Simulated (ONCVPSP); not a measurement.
**An all-electron radial function and its pseudo partner (Cu (Z = 29))**

Columns: radius, all-electron u(r) and pseudo u(r) of the 3p shell (level -80.61 eV) of copper in the configuration [Ne] 3s2 3p6 3d10; PBEsol, scalar-relativistic, ONCV scheme, ONCVPSP 4.0.1.

| r (bohr) | all-electron | pseudo |
| --- | --- | --- |
| 0.060 | -0.4102 | 0.0331 |
| 0.120 | -0.6527 | 0.1280 |
| 0.180 | -0.5007 | 0.2728 |
| 0.240 | -0.1380 | 0.4500 |
| 0.300 | 0.2700 | 0.6396 |
| 0.360 | 0.6306 | 0.8215 |
| 0.420 | 0.9064 | 0.9789 |
| 0.480 | 1.0920 | 1.1001 |
| 0.540 | 1.1977 | 1.1792 |
| 0.600 | 1.2396 | 1.2163 |
| 0.660 | 1.2332 | 1.2146 |
| 0.720 | 1.1935 | 1.1818 |
| 0.780 | 1.1319 | 1.1258 |
| 0.840 | 1.0573 | 1.0546 |
| 0.900 | 0.9761 | 0.9751 |
| 0.960 | 0.8931 | 0.8926 |
| 1.020 | 0.8111 | 0.8109 |
| 1.080 | 0.7325 | 0.7323 |
| 1.140 | 0.6583 | 0.6582 |
| 1.200 | 0.5894 | 0.5893 |
| 1.260 | 0.5259 | 0.5258 |
| 1.320 | 0.4681 | 0.4680 |
| 1.380 | 0.4156 | 0.4155 |
| 1.440 | 0.3682 | 0.3682 |
| 1.500 | 0.3257 | 0.3256 |
| 1.560 | 0.2877 | 0.2877 |

How many radial nodes do the two functions have?

The all-electron 3p function has n − l − 1 = 1; the pseudo-wave has 0, since the states of the same l below it are removed with the core.

At about which radius was the pseudo-wave matched?

1.20 bohr. The columns agree to 0.0005 from 1.02 bohr on; several derivatives are matched, so the curves merge somewhat inside the radius.

Is the pseudo-wave norm-conserving?

Yes: the ONCV scheme keeps the norm inside the radius equal to the all-electron one, which fixes the energy derivative of the logarithmic derivative at the level.
